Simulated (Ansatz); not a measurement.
`CS[BH][GeH3]` + `CO[SiH2]N` → `N[BH][GeH3]` + `CO[SiH2]SC`  (redistribution)

Gas-phase electronic energies from Ansatz, PBE0-D4/def2-TZVP geometries. CCSD(T)/CBS is the MP2 limit (def2-TZVPP, def2-QZVPP) plus CCSD(T) − MP2 in def2-TZVPP, frozen cores. This one scheme is used for every species. DFT in def2-TZVPP. For Ge outer-core shells are correlated without core-valence functions, which leaves a few kJ/mol of doubt a bond. Scalar relativity is left out up to krypton. One conformer a species, not always the lowest.

`CS[BH][GeH3]`:

```xyz
11

C    -1.277   -2.035    0.394
S    -1.031   -0.253    0.594
B     0.444    0.146   -0.249
Ge    1.060    2.109   -0.243
H    -2.229   -2.206   -0.110
H    -1.307   -2.501    1.379
H    -0.464   -2.458   -0.193
H     1.064   -0.711   -0.806
H     1.173    2.641   -1.686
H     0.109    3.039    0.530
H     2.460    2.231    0.390
```

`CO[SiH2]N`:

```xyz
11

C     0.496    0.745   -1.481
O    -0.298   -0.342   -1.074
Si   -0.213   -0.989    0.435
N    -0.629    0.041    1.730
H     0.247    1.655   -0.923
H     1.565    0.537   -1.346
H     0.313    0.929   -2.541
H     1.190   -1.404    0.708
H    -1.162   -2.122    0.369
H     0.057    0.578    2.231
H    -1.565    0.371    1.892
```

`N[BH][GeH3]`:

Cartesian coordinates in Å:
```
N 0.598 1.069 -1.110
B 0.410 -0.238 -0.694
Ge -0.590 -0.638 1.066
H 0.271 1.870 -0.595
H 1.080 1.310 -1.961
H 0.841 -1.117 -1.385
H -1.855 -1.488 0.832
H -1.042 0.655 1.783
H 0.286 -1.422 2.064
```

`CO[SiH2]SC`:

```xyz
13

C     1.176    0.789    1.593
O     0.749   -0.464    1.106
Si   -0.804   -0.776    0.680
S    -1.509    0.464   -0.889
C    -0.405   -0.091   -2.223
H     0.958    1.590    0.879
H     0.691    1.031    2.546
H     2.254    0.741    1.754
H    -0.789   -2.198    0.266
H    -1.743   -0.514    1.802
H    -0.671    0.477   -3.113
H    -0.544   -1.153   -2.425
H     0.638    0.105   -1.975
```

```csv
level,ΔE (kJ/mol)
r2SCAN,-36.9
CCSD/def2-TZVPP,-36.6
HF/def2-QZVPP,-37.3
MP2/CBS(def2),-35.8
```

Problem. What does CCSD(T)/CBS give? (Best estimate.)

Solution. Ansatz gave: -36.5 kJ/mol. The listed levels differ from it by -0.4, -0.1, -0.8, 0.7 kJ/mol.

Largest T1 diagnostic among the species: 0.014.
